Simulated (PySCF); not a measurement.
PySCF input (HF/def2-TZVPD):

```python
from pyscf import gto, scf, dft

mol = gto.M(
    atom='''
    C     1.74811864   -0.38539365   -0.51119614
    C     0.80211667    0.14908907    0.20962455
    C    -0.58517617    0.47065927   -0.28407148
    O    -1.58291502   -0.21187528    0.46948615
    H     2.77260783   -0.70237133   -0.40038184
    H     0.97921402    0.37128839    1.26660763
    H    -0.66322225    0.24594149   -1.35188006
    H    -0.79311591    1.53284419   -0.14323055
    H    -1.42251833   -1.15882855    0.38685415
    ''',
    basis='def2-tzvpd',
    charge=0,
    spin=1,
    verbose=4,
)

mf = scf.UHF(mol).density_fit(auxbasis='def2-universal-jkfit')
mf.conv_tol = 1e-9
mf.max_cycle = 100
mf.max_memory = 1500
mf.kernel()
if not mf.converged:
    mf = mf.newton()
    mf.kernel(mf.make_rdm1())
for _ in range(2):
    mo, _, stable, _ = mf.stability(return_status=True)
    if stable:
        break
    mf.kernel(mf.make_rdm1(mo, mf.mo_occ))
mf.analyze()
```

Output:

```
PySCF version 2.14.0

[INPUT] verbose = 4
[INPUT] num. atoms = 9
[INPUT] num. electrons = 31
[INPUT] charge = 0
[INPUT] spin (= nelec alpha-beta = 2S) = 1
[INPUT] symmetry False subgroup None
[INPUT] Mole.unit = angstrom
[INPUT] Symbol           X                Y                Z      unit          X                Y                Z       unit  Magmom
[INPUT]  1 C      1.748118640000  -0.385393650000  -0.511196140000 AA    3.303465462847  -0.728288448646  -0.966020700535 Bohr   0.0
[INPUT]  2 C      0.802116670000   0.149089070000   0.209624550000 AA    1.515780826248   0.281737510466   0.396132988485 Bohr   0.0
[INPUT]  3 C     -0.585176170000   0.470659270000  -0.284071480000 AA   -1.105822695922   0.889417118288  -0.536817297000 Bohr   0.0
[INPUT]  4 O     -1.582915020000  -0.211875280000   0.469486150000 AA   -2.991275866260  -0.400386251766   0.887200242776 Bohr   0.0
[INPUT]  5 H      2.772607830000  -0.702371330000  -0.400381840000 AA    5.239469449525  -1.327289451447  -0.756612022849 Bohr   0.0
[INPUT]  6 H      0.979214020000   0.371288390000   1.266607630000 AA    1.850446315134   0.701633370331   2.393541527984 Bohr   0.0
[INPUT]  7 H     -0.663222250000   0.245941490000  -1.351880060000 AA   -1.253308412218   0.464762058767  -2.554683066661 Bohr   0.0
[INPUT]  8 H     -0.793115910000   1.532844190000  -0.143230550000 AA   -1.498771854935   2.896655710731  -0.270666512171 Bohr   0.0
[INPUT]  9 H     -1.422518330000  -1.158828550000   0.386854150000 AA   -2.688170050874  -2.189868584827   0.731048393651 Bohr   0.0

nuclear repulsion = 109.251196810193
number of shells = 78
number of NR pGTOs = 266
number of NR cGTOs = 196
basis = def2-tzvpd
ecp = {}

******** <class 'pyscf.df.df_jk.DFUHF'> ********
method = DFUHF
initial guess = minao
damping factor = 0
level_shift factor = 0
DIIS = <class 'pyscf.scf.diis.CDIIS'>
diis_start_cycle = 1
diis_space = 8
diis_damp = 0
SCF conv_tol = 1e-09
SCF conv_tol_grad = None
SCF max_cycles = 100
direct_scf = False
number electrons alpha = 16  beta = 15
Set gradient conv threshold to 3.16228e-05
******** <class 'pyscf.df.df.DF'> ********
auxbasis = def2-universal-jkfit
init E= -191.834798809201
  alpha nocc = 16  HOMO = -0.128073555392046  LUMO = 0.0409561600033435
  beta  nocc = 15  HOMO = -0.271577460869775  LUMO = -0.128073555392042

WARN: HOMO -0.128073555392046 >= LUMO -0.128073555392042

cycle= 1 E= -191.256974010196  delta_E= 0.578  |g|= 0.399  |ddm|= 2.04
  alpha nocc = 16  HOMO = -0.39278736929306  LUMO = 0.0696682559585566
  beta  nocc = 15  HOMO = -0.401056677983703  LUMO = 0.0217859314387212
  HOMO = -0.392787369293  LUMO = 0.0217859314387  gap/eV = 11.28111
cycle= 2 E= -191.331459311076  delta_E= -0.0745  |g|= 0.224  |ddm|= 1.16
  alpha nocc = 16  HOMO = -0.383046272918921  LUMO = 0.0786676577412593
  beta  nocc = 15  HOMO = -0.387827309922177  LUMO = 0.0507662860561382
  HOMO = -0.383046272919  LUMO = 0.0507662860561  gap/eV = 11.80464
cycle= 3 E= -191.351236882038  delta_E= -0.0198  |g|= 0.0587  |ddm|= 0.236
  alpha nocc = 16  HOMO = -0.3898685866522  LUMO = 0.0850812497558991
[...]
  beta  nocc = 15  HOMO = -0.391092390418081  LUMO = 0.0602139799533141
  HOMO = -0.391092390418  LUMO = 0.0602139799533  gap/eV = 12.28067
Extra cycle  E= -191.35887578192  delta_E= -1.6e-10  |g|= 7.74e-06  |ddm|= 1.83e-05
converged SCF energy = -191.35887578192  <S^2> = 0.92078377  2S+1 = 2.1640552
uhf_internal: lowest eigs of H = [0.15738025 0.32582633 0.43415289]
<class 'pyscf.df.df_jk.DFUHF'> wavefunction is stable in the internal stability analysis
**** SCF Summaries ****
Total Energy =                        -191.358875781920034
Nuclear Repulsion Energy =             109.251196810193363
One-electron Energy =                 -476.147565079998117
Two-electron Energy =                  175.537492487884748
Two-electron Coulomb Energy =          201.129151866905801
DFT Exchange-Correlation Energy =      -25.591659379021053
HOMO-LUMO gap [eV] =                    12.280671857461110
**** MO energy ****
                             alpha | beta                alpha | beta
MO #1   energy= -20.5602094137959  | -20.5612210040698  occ= 1 | 1
MO #2   energy= -11.2861233108951  | -11.2832437267788  occ= 1 | 1
MO #3   energy= -11.2605826637572  | -11.2447832738987  occ= 1 | 1
MO #4   energy= -11.2326818930133  | -11.2265028079279  occ= 1 | 1
MO #5   energy= -1.36073571122044  | -1.36348796120283  occ= 1 | 1
MO #6   energy= -1.07597304514314  | -1.05732259063544  occ= 1 | 1
MO #7   energy= -0.932349712511275 | -0.900552126611682 occ= 1 | 1
MO #8   energy= -0.770094076593651 | -0.734111211307805 occ= 1 | 1
MO #9   energy= -0.703399827620551 | -0.697409641956877 occ= 1 | 1
MO #10  energy= -0.646232096538935 | -0.632435872810898 occ= 1 | 1
MO #11  energy= -0.607278118431901 | -0.613099539285313 occ= 1 | 1
MO #12  energy= -0.597976732664804 | -0.577106711368643 occ= 1 | 1
MO #13  energy= -0.510209509235281 | -0.506595782000367 occ= 1 | 1
MO #14  energy= -0.466205122784618 | -0.461116884424086 occ= 1 | 1
MO #15  energy= -0.411650468118348 | -0.391092390418081 occ= 1 | 1
MO #16  energy= -0.40078014163929  | 0.0602139799533141 occ= 1 | 0
MO #17  energy= 0.0684646002213274 | 0.0866336442190256 occ= 0 | 0
MO #18  energy= 0.0844196014772503 | 0.0887994941901023 occ= 0 | 0
MO #19  energy= 0.0958628371050139 | 0.0984970831614149 occ= 0 | 0
MO #20  energy= 0.100990583306297  | 0.10953924769723   occ= 0 | 0
MO #21  energy= 0.125631925489818  | 0.12850733745766   occ= 0 | 0
MO #22  energy= 0.143538580673752  | 0.149280290214736  occ= 0 | 0
MO #23  energy= 0.146642757042972  | 0.155494847320197  occ= 0 | 0
MO #24  energy= 0.166169037079155  | 0.167804472172315  occ= 0 | 0
MO #25  energy= 0.168632663092039  | 0.172800350936266  occ= 0 | 0
MO #26  energy= 0.181892600099121  | 0.196778387968876  occ= 0 | 0
MO #27  energy= 0.205205910893605  | 0.205926947390558  occ= 0 | 0
MO #28  energy= 0.21741761238547   | 0.228183594682058  occ= 0 | 0
MO #29  energy= 0.233966112736658  | 0.241502238470854  occ= 0 | 0
MO #30  energy= 0.25078776225209   | 0.257851180838474  occ= 0 | 0
MO #31  energy= 0.258818521319519  | 0.267984780324942  occ= 0 | 0
MO #32  energy= 0.272517408105007  | 0.274663133888022  occ= 0 | 0
MO #33  energy= 0.282000315109353  | 0.288654722209977  occ= 0 | 0
MO #34  energy= 0.300994996336541  | 0.308046080512526  occ= 0 | 0
MO #35  energy= 0.313743884691788  | 0.318924754800643  occ= 0 | 0
MO #36  energy= 0.319019039428952  | 0.321172429983302  occ= 0 | 0
MO #37  energy= 0.325229061544337  | 0.327826970837064  occ= 0 | 0
MO #38  energy= 0.329428080906132  | 0.336494978340173  occ= 0 | 0
MO #39  energy= 0.342275917073462  | 0.351256391141968  occ= 0 | 0
MO #40  energy= 0.354082168555105  | 0.356000502003253  occ= 0 | 0
MO #41  energy= 0.358977012625274  | 0.361524467461301  occ= 0 | 0
MO #42  energy= 0.37083515570074   | 0.372264213076677  occ= 0 | 0
MO #43  energy= 0.376294542150127  | 0.387650650272133  occ= 0 | 0
MO #44  energy= 0.389194463269112  | 0.392008197231771  occ= 0 | 0
MO #45  energy= 0.405057130738866  | 0.403071447699243  occ= 0 | 0
MO #46  energy= 0.409662398712235  | 0.409575470737235  occ= 0 | 0
MO #47  energy= 0.41737361237343   | 0.416717812292746  occ= 0 | 0
MO #48  energy= 0.428113977768887  | 0.42932374511333   occ= 0 | 0
MO #49  energy= 0.43537305229059   | 0.438986137811664  occ= 0 | 0
MO #50  energy= 0.447423297962537  | 0.447173994238125  occ= 0 | 0
MO #51  energy= 0.465027200692078  | 0.465837824184865  occ= 0 | 0
MO #52  energy= 0.472419246379097  | 0.478257132087339  occ= 0 | 0
MO #53  energy= 0.48214906358818   | 0.486936757911499  occ= 0 | 0
MO #54  energy= 0.493656882633744  | 0.495880906297246  occ= 0 | 0
MO #55  energy= 0.501870458462218  | 0.505039191320553  occ= 0 | 0
MO #56  energy= 0.515874832893809  | 0.515536031680611  occ= 0 | 0
MO #57  energy= 0.532617950947368  | 0.535122232761116  occ= 0 | 0
MO #58  energy= 0.547229419296762  | 0.55361809690127   occ= 0 | 0
MO #59  energy= 0.565419733347116  | 0.566008491541828  occ= 0 | 0
MO #60  energy= 0.574617510333247  | 0.585271677378394  occ= 0 | 0
MO #61  energy= 0.583771512494366  | 0.593701233423446  occ= 0 | 0
MO #62  energy= 0.59203322510364   | 0.604150746683526  occ= 0 | 0
MO #63  energy= 0.614251739198236  | 0.616864872432661  occ= 0 | 0
MO #64  energy= 0.620682307952726  | 0.624288173080089  occ= 0 | 0
MO #65  energy= 0.647550726620498  | 0.657197936849159  occ= 0 | 0
MO #66  energy= 0.669949802705189  | 0.678041962689124  occ= 0 | 0
MO #67  energy= 0.676202122345303  | 0.697233196139175  occ= 0 | 0
MO #68  energy= 0.706782069177564  | 0.700935440148856  occ= 0 | 0
MO #69  energy= 0.727887615803168  | 0.736180167909805  occ= 0 | 0
MO #70  energy= 0.734487669904742  | 0.745586626208178  occ= 0 | 0
MO #71  energy= 0.750466288251495  | 0.751825519198907  occ= 0 | 0
MO #72  energy= 0.760192036309696  | 0.770363486899209  occ= 0 | 0
MO #73  energy= 0.776480474626925  | 0.780225203931039  occ= 0 | 0
MO #74  energy= 0.81324485559503   | 0.816718518160679  occ= 0 | 0
MO #75  energy= 0.816145785726558  | 0.818652468505002  occ= 0 | 0
MO #76  energy= 0.832927732736298  | 0.841155801823     occ= 0 | 0
MO #77  energy= 0.850443699249236  | 0.85528288546326   occ= 0 | 0
MO #78  energy= 0.862426668948923  | 0.863190308471228  occ= 0 | 0
MO #79  energy= 0.892179759664185  | 0.896889205200985  occ= 0 | 0
MO #80  energy= 0.902984883430364  | 0.907854630881994  occ= 0 | 0
MO #81  energy= 0.920887531906045  | 0.928292033623556  occ= 0 | 0
MO #82  energy= 0.931111669527563  | 0.939845564429135  occ= 0 | 0
MO #83  energy= 0.977374533945375  | 0.992973857749377  occ= 0 | 0
MO #84  energy= 0.997514069332779  | 1.01607121064801   occ= 0 | 0
MO #85  energy= 1.04448361513913   | 1.04848597159891   occ= 0 | 0
MO #86  energy= 1.07221211825545   | 1.08320785660375   occ= 0 | 0
MO #87  energy= 1.08618270622445   | 1.1063765270313    occ= 0 | 0
MO #88  energy= 1.11829113109146   | 1.12386551309165   occ= 0 | 0
MO #89  energy= 1.15604042394409   | 1.1693738303201    occ= 0 | 0
MO #90  energy= 1.16851512751177   | 1.18433106216226   occ= 0 | 0
MO #91  energy= 1.19149463419091   | 1.20394595450648   occ= 0 | 0
MO #92  energy= 1.24417252448824   | 1.25539507860032   occ= 0 | 0
MO #93  energy= 1.27653358994195   | 1.28429016196063   occ= 0 | 0
MO #94  energy= 1.29008527063271   | 1.29982961510079   occ= 0 | 0
MO #95  energy= 1.3424918037981    | 1.34360380588225   occ= 0 | 0
MO #96  energy= 1.39026933420032   | 1.39703825087223   occ= 0 | 0
MO #97  energy= 1.40326991341873   | 1.41788824607421   occ= 0 | 0
MO #98  energy= 1.44872780178287   | 1.45342402795403   occ= 0 | 0
MO #99  energy= 1.52666757685249   | 1.53116040701729   occ= 0 | 0
MO #100 energy= 1.57073446263581   | 1.57365097754601   occ= 0 | 0
MO #101 energy= 1.61872984082634   | 1.62343556497772   occ= 0 | 0
MO #102 energy= 1.67205367726652   | 1.6817118666834    occ= 0 | 0
MO #103 energy= 1.681584509531     | 1.69428646795482   occ= 0 | 0
MO #104 energy= 1.89471866288292   | 1.90188510386604   occ= 0 | 0
[...]
```

It need not be the lowest isomer of its formula.

The determinant is spin-contaminated: <S^2> is 0.92 against 0.75 for a pure state.
